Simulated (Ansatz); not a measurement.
methylsilane (CH$_{6}$Si), singlet, geometry from GFN2-xTB; CCSD(T)/6-31G* (Ansatz, a first-principles code).

The Ansatz input:
Ansatz 0.2 input:
```yaml
crystal:
  periodic: [false, false, false]
  atoms:
    - {symbol: C, position_ang: [-0.01298196, 0.00392095, -1.25022897]}
    - {symbol: Si, position_ang: [0.00669850, -0.00202315, 0.64510011]}
    - {symbol: H, position_ang: [-0.01147190, -1.00712268, -1.64830101]}
    - {symbol: H, position_ang: [-0.89650587, 0.50641306, -1.63436438]}
    - {symbol: H, position_ang: [0.85673226, 0.51618733, -1.65253877]}
    - {symbol: H, position_ang: [0.00413621, 1.37681588, 1.13946736]}
    - {symbol: H, position_ang: [-1.17977102, -0.70041180, 1.14524608]}
    - {symbol: H, position_ang: [1.21099302, -0.68708334, 1.12046299]}
basis:
  gaussian:
    orbitals: 6-31G*
magnetization: {spin_polarized: false}
correlation: {method: ccsd_t, electrons: outside_noble_gas}
accuracy: high
```

Output, abridged:

```
Functional definition: HF
1068 factors; integrals over basis functions are off by at most 3.7e-9 eV
mean field evaluation 1: about -8985.9737 eV, gradient 2.0e1 eV
mean field evaluation 2: about -8985.9795 eV, gradient 2.0e1 eV
mean field evaluation 4: about -8987.1457 eV, gradient 2.0e0 eV
mean field evaluation 8: about -8987.1604 eV, gradient 1.8e-4 eV
mean field evaluation 16: about -8987.1368 eV, gradient 2.0e0 eV
mean field -8987.16042272 eV, -330.2720538187 hartree, gradient 1.5e-8 eV, S^2 0.000000; 0 other end points of the search recorded, 0 dependent functions left out
6 core orbitals not correlated
reference -8987.16042272 eV, -330.2720538187 hartree; 7, 7 occupied and 33, 33 virtual orbitals, 1068 factors
second order -5.77940042 eV of doubles, -0.00000000 eV of singles
cycle   1  -6.46537399 eV  change   -6.9e-1 eV  update   6.4e-2
cycle   2  -6.74613254 eV  change   -2.8e-1 eV  update   2.2e-2
cycle   3  -6.77126070 eV  change   -2.5e-2 eV  update   5.7e-3
cycle   4  -6.77013743 eV  change    1.1e-3 eV  update   1.6e-3
cycle   5  -6.76982406 eV  change    3.1e-4 eV  update   3.8e-4
cycle   6  -6.76980181 eV  change    2.2e-5 eV  update   1.0e-4
cycle   7  -6.76980380 eV  change   -2.0e-6 eV  update   2.6e-5
cycle   8  -6.76980592 eV  change   -2.1e-6 eV  update   7.5e-6
cycle   9  -6.76980542 eV  change    5.0e-7 eV  update   1.9e-6
cycle  10  -6.76980514 eV  change    2.8e-7 eV  update   4.4e-7
cycle  11  -6.76980513 eV  change    1.6e-8 eV  update   1.2e-7
cycle  12  -6.76980508 eV  change    5.0e-8 eV  update   4.2e-8
cycle  13  -6.76980508 eV  change   -6.0e-9 eV  update   2.1e-8
cycle  14  -6.76980505 eV  change    3.0e-8 eV  update   8.9e-8
cycle  15  -6.76980505 eV  change    2.4e-9 eV  update   2.5e-8
cycle  16  -6.76980505 eV  change  -1.3e-10 eV  update   6.4e-9
cycle  17  -6.76980505 eV  change   1.6e-10 eV  update   1.8e-9
cycle  18  -6.76980505 eV  change   2.4e-10 eV  update  4.5e-10
perturbative correction -0.15697528 eV, -0.0057687350 hartree
Total energy: -8994.08720304 eV, -330.5266083006 hartree
```
